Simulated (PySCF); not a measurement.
Members of one series of related molecules.

All values: PBE0/def2-SVPD (PySCF) at GFN2-xTB geometries, gas phase, one conformer each. Core orbitals are frozen in the response; Δα² is half the sum of the squared differences of the principal polarisabilities.

Question: Rank by HOMO–LUMO gap, lowest first.
A. `N#CCC1C[SiH2]C1`
B. `S=C(C1C[SiH2]C1)C`
C. `C1[SiH2]CC1O[SiH3]`
D. `O=S(=O)(O)C1C[SiH2]C1`
E. `CC#CC1C[SiH2]C1`
F. `C(C1C[SiH2]C1)#C`

Answer: B (4.36 eV), E (7.17 eV), F (7.52 eV), C (7.96 eV), A (8.32 eV), D (8.45 eV).

Question: Rank by mean static polarisability, highest first.
A. `CC(=S)C1C[SiH2]C1`
B. `N#CCC1C[SiH2]C1`
C. `[SiH3]OC1C[SiH2]C1`
D. `C/N=C/C1C[SiH2]C1`
E. `CC#CC1C[SiH2]C1`
F. `C#CC1C[SiH2]C1`

Answer: A (15.68 Å³), E (14.45 Å³), D (13.99 Å³), C (13.41 Å³), B (12.77 Å³), F (12.19 Å³).

Question: Rank by polarisability anisotropy Δα, highest first.
A. `[N:1]#[C:2][CH2:3][CH:4]1[CH2:5][SiH2:6][CH2:7]1` with C2–C3–C4–C5 65°, C3–C4–C5–Si6 134°, C4–C5–Si6–C7 -10°, C5–Si6–C7–C4 10°, C3–C4–C7–Si6 -134°
B. `[CH3:1][C:2]#[C:3][CH:4]1[CH2:5][SiH2:6][CH2:7]1` with C3–C4–C5–Si6 132°, C4–C5–Si6–C7 -9°, C5–Si6–C7–C4 9°, C3–C4–C7–Si6 -132°
C. `[CH3:1][C:2](=[S:3])[CH:4]1[CH2:5][SiH2:6][CH2:7]1` with C1–C2–C4–C5 -164°, C2–C4–C5–Si6 -130°, C4–C5–Si6–C7 9°, C5–Si6–C7–C4 -9°, C2–C4–C7–Si6 135°
D. `[SiH3:1][O:2][CH:3]1[CH2:4][SiH2:5][CH2:6]1` with Si1–O2–C3–C4 71°, O2–C3–C4–Si5 133°, C3–C4–Si5–C6 -11°, C4–Si5–C6–C3 11°, O2–C3–C6–Si5 -135°
E. `[CH:1]#[C:2][CH:3]1[CH2:4][SiH2:5][CH2:6]1` with C2–C3–C4–Si5 -132°, C3–C4–Si5–C6 9°, C4–Si5–C6–C3 -9°, C2–C3–C6–Si5 132°
F. `[O:1]=[S:2](=[O:3])([OH:4])[CH:5]1[CH2:6][SiH2:7][CH2:8]1` with O1–S2–O4–H -125°, O1–S2–C5–C6 57°, S2–C5–C6–Si7 -91°, C5–C6–Si7–C8 -14°, C6–Si7–C8–C5 14°, S2–C5–C8–Si7 90°

Answer: B (8.31 Å³), E (5.90 Å³), C (5.49 Å³), A (5.01 Å³), D (4.45 Å³), F (3.24 Å³).

All values together:

| SMILES | formula | μ (D) | HOMO (eV) | LUMO (eV) | α (Å³) | Δα (Å³) | electrons | α per electron (Å³) |
| --- | --- | --- | --- | --- | --- | --- | --- | --- |
| N#CCC1C[SiH2]C1 | C5H9NSi | 4.06 | -8.33 | -0.01 | 12.77 | 5.01 | 60 | 0.213 |
| CC#CC1C[SiH2]C1 | C6H10Si | 0.33 | -7.03 | 0.14 | 14.45 | 8.31 | 60 | 0.241 |
| [SiH3]OC1C[SiH2]C1 | C3H10OSi2 | 0.88 | -7.79 | 0.17 | 13.41 | 4.45 | 64 | 0.210 |
| C/N=C/C1C[SiH2]C1 | C5H11NSi | 1.33 | -7.07 | -0.11 | 13.99 | 5.46 | 62 | 0.226 |
| CC(=S)C1C[SiH2]C1 | C5H10SSi | 2.80 | -6.28 | -1.92 | 15.68 | 5.49 | 70 | 0.224 |
| C#CC1C[SiH2]C1 | C5H8Si | 0.65 | -7.53 | -0.01 | 12.19 | 5.90 | 52 | 0.234 |
| CSC1C[SiH2]C1 | C4H10SSi | 1.64 | -6.21 | 0.05 | 14.16 | 5.89 | 64 | 0.221 |
| O=S(=O)(O)C1C[SiH2]C1 | C3H8O3SSi | 3.19 | -8.52 | -0.07 | 12.90 | 3.24 | 80 | 0.161 |

Conformers: `[N:1]#[C:2][CH2:3][CH:4]1[CH2:5][SiH2:6][CH2:7]1` with C2–C3–C4–C5 65°, C3–C4–C5–Si6 134°, C4–C5–Si6–C7 -10°, C5–Si6–C7–C4 10°, C3–C4–C7–Si6 -134°; `[CH3:1][C:2]#[C:3][CH:4]1[CH2:5][SiH2:6][CH2:7]1` with C3–C4–C5–Si6 132°, C4–C5–Si6–C7 -9°, C5–Si6–C7–C4 9°, C3–C4–C7–Si6 -132°; `[SiH3:1][O:2][CH:3]1[CH2:4][SiH2:5][CH2:6]1` with Si1–O2–C3–C4 71°, O2–C3–C4–Si5 133°, C3–C4–Si5–C6 -11°, C4–Si5–C6–C3 11°, O2–C3–C6–Si5 -135°; `[CH3:1]/[N:2]=[CH:3]/[CH:4]1[CH2:5][SiH2:6][CH2:7]1` with N2–C3–C4–C5 110°; `[CH3:1][C:2](=[S:3])[CH:4]1[CH2:5][SiH2:6][CH2:7]1` with C1–C2–C4–C5 -164°, C2–C4–C5–Si6 -130°, C4–C5–Si6–C7 9°, C5–Si6–C7–C4 -9°, C2–C4–C7–Si6 135°; `[CH:1]#[C:2][CH:3]1[CH2:4][SiH2:5][CH2:6]1` with C2–C3–C4–Si5 -132°, C3–C4–Si5–C6 9°, C4–Si5–C6–C3 -9°, C2–C3–C6–Si5 132°; `[CH3:1][S:2][CH:3]1[CH2:4][SiH2:5][CH2:6]1` with C1–S2–C3–C4 174°, S2–C3–C4–Si5 136°, C3–C4–Si5–C6 -11°, C4–Si5–C6–C3 11°, S2–C3–C6–Si5 -134°; `[O:1]=[S:2](=[O:3])([OH:4])[CH:5]1[CH2:6][SiH2:7][CH2:8]1` with O1–S2–O4–H -125°, O1–S2–C5–C6 57°, S2–C5–C6–Si7 -91°, C5–C6–Si7–C8 -14°, C6–Si7–C8–C5 14°, S2–C5–C8–Si7 90°.

Question: How closely does the mean polarisability follow the number of electrons in this set?

Answer: The correlation coefficient is 0.27; α per electron runs from 0.161 to 0.241 Å³.
